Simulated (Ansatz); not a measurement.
Calculated with Ansatz (gas phase, PBE0-D4/def2-TZVP geometries, no zero-point term in ΔE). CCSD(T)/CBS adds triple-zeta CCSD(T) − MP2 to the extrapolated MP2 energy (def2 sets, frozen cores). This one scheme is used for every species. Functionals use def2-TZVPP. For Ga outer-core shells are correlated without core-valence functions, which leaves a few kJ/mol of doubt a bond. Scalar relativity is left out up to krypton. One conformer a species, not always the lowest.

Reaction (cleavage of the B–Ga bond): `[SiH3][BH][GaH2]` + `N[SiH3]` → `[SiH3]BN[SiH3]` + `[GaH3]`

Is it downhill or uphill in electronic energy at CCSD(T)/CBS, and by how much? (Estimate.)

Computed: Downhill: ΔE = -133.6 kJ/mol.

What do these levels give: PBE-D4, r2SCAN, HF/def2-TZVPP, MP2/def2-QZVPP, HF/CBS(def2), CCSD/CBS(def2)? (Estimate.)

Computed: PBE-D4 -133.3, r2SCAN -133.8, HF/def2-TZVPP -138.7, MP2/def2-QZVPP -141.0, HF/CBS(def2) -139.7, CCSD/CBS(def2) -131.4 kJ/mol.

Largest T1 diagnostic among the species: 0.015.

The D4 term adds −5.9 kJ/mol with B3LYP and −3.3 kJ/mol with PBE0; it sums over pairs of atoms, weighted by their polarisabilities, and B3LYP, whose exchange is more repulsive, gets the larger term.

B3LYP here is the variant with VWN-RPA as its local correlation; programs differ in this.
